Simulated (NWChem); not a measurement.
MgH₂; SMILES [MgH2]

Results from NWChem. Pople sets run with spherical d functions. Geometry: optimised at B3LYP/6-31G* (spherical d). Level: PBE0/6-31+G*; rows give the wavelength of the field.

### Question
Order these by “isotropic polarisability (bohr³)”, lowest first: static; 1065 nm; 589 nm.

### Answer
static (28.8), 1065 nm (29.4), 589 nm (30.9)
